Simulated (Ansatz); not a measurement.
An input meant for BI3 (charge 0, singlet; atoms displaced at random, 0.03 Å in each coordinate).

```yaml
crystal:
  periodic: [false, false, false]
  atoms:
    - {symbol: B, position_ang: [0.022182, -0.008877, 0.033369]}
    - {symbol: I, position_ang: [2.130413, 0.002897, 0.014928]}
    - {symbol: I, position_ang: [-1.024065, 1.858159, -0.053069]}
    - {symbol: I, position_ang: [-1.059020, -1.815515, 0.016424]}
basis:
  gaussian: {orbitals: def2-SVPD}
magnetization: {spin_polarized: true, initial_magnetization: 0}
hamiltonian: {xc: {name: revPBE0}}
scf: {max_iter: 3}
output: {forces: true}
```

```sh
$ ansatz run in.yaml --threads 4 --pin off --events-out ev --progress --plain --max-ram 3916MiB
```

Shortened log:

```
Error: invalid value for `basis.gaussian`: such a run doesn't read scf.max_iter; remove what it names
```

**Question.** Something in this input is off. What?

**Answer.** The input holds a key that doesn't belong there. The input was rejected before any iteration.
